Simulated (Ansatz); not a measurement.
`CC(F)C(F)(F)F` → 3 C• + 4 F• + 4 H•  (atomization)

Computed with Ansatz on PBE0-D4/def2-TZVP structures; ΔE is electronic, products minus reactants. CCSD(T)/CBS adds triple-zeta CCSD(T) − MP2 to the extrapolated MP2 energy (def2 sets, frozen cores). This one scheme is used for every species, atoms too. For atomizations the MP2-based limit and the directly extrapolated one differ by several kJ/mol either way, and by 10 to 25 for some Ge, Se and Sn compounds, so smaller differences from it don't rank the levels. Open shells (•) are unrestricted, without spin–orbit coupling. Spin–orbit coupling would lower the free atoms: a little for C, F.

```tsv
species	CCSD(T)/CBS(def2) energy (Eh)
`CC(F)C(F)(F)F`	-515.74039
C•	-37.79194
F•	-99.66871
H•	-0.50000
```

Q: Work out ΔE.

A: ΔE = 4 × (-99.66871) + 4 × (-0.50000) + 3 × (-37.79194) − (-515.74039) = 1.68973 Eh = +4436.4 kJ/mol.

Q: What do rigid-rotor, harmonic-oscillator terms from PBE0-D4/def2-TZVP frequencies (298.15 K, 1 bar) make of the CCSD(T)/CBS value? (Estimate.)

A: Ansatz gave: ΔZPE = -193.0 kJ/mol, ΔH = +4291.2 kJ/mol, ΔS = 1232 J/(mol·K), ΔG = +3923.8 kJ/mol. Open shells count their whole term as degenerate.

Largest T1 diagnostic among the species: 0.011.

From r2SCAN to r2SCAN0 (25 % exact exchange), in def2-TZVPP and without D4, ΔE moves by −109.2 kJ/mol: exact exchange takes away binding that semilocal exchange gives to molecules. The D4 term adds +30.1 kJ/mol with B3LYP and +15.7 kJ/mol with PBE0; it sums over pairs of atoms, weighted by their polarisabilities, and B3LYP, whose exchange is more repulsive, gets the larger term.

B3LYP here is the variant with VWN-RPA as its local correlation; programs differ in this.
